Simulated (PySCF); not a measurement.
# MCo for M along the chalcogens

r²SCAN with triple-zeta basis sets in PySCF, for the lowest determinant that a PBE0 search found; no spin–orbit coupling. De refers to high-spin ground-configuration atoms. A positive dipole means M(−)Co(+).

```tsv
M	basis	state (unpaired electrons)	Re (Å)	ωe (cm⁻¹)	De (eV)	μ (D)
O	def2-TZVPP	quartet (π ↑↑, δ ↑)	1.614	908	n/a	4.14
S	def2-TZVPP	quartet (π ↑↑, δ ↑)	1.968	536	n/a	4.39
Se	x2c-TZVPPall	quartet (π ↑↑, δ ↑)	2.082	398	n/a	4.04
```

The shortest bond is that of CoO (1.614 Å), the longest that of CoSe (2.082 Å).

The rows differ in basis set, which adds steps of its own.

Relativity is treated differently too: O no relativity; S no relativity; Se spin-free X2C.

De is n/a where a free atom or ion gave no sound limit at this level.

Down a group bonds as a rule get longer and wavenumbers fall, partly through the reduced mass; this series shows no clear exception.

De is left out where the level can put another filling of the metal’s s and d shells below the measured ground configuration, by anything from nothing to about 1 eV. Spin–orbit coupling is left out. With d or f electrons several states lie close, and the lowest PBE0 determinant need not be the measured ground state.
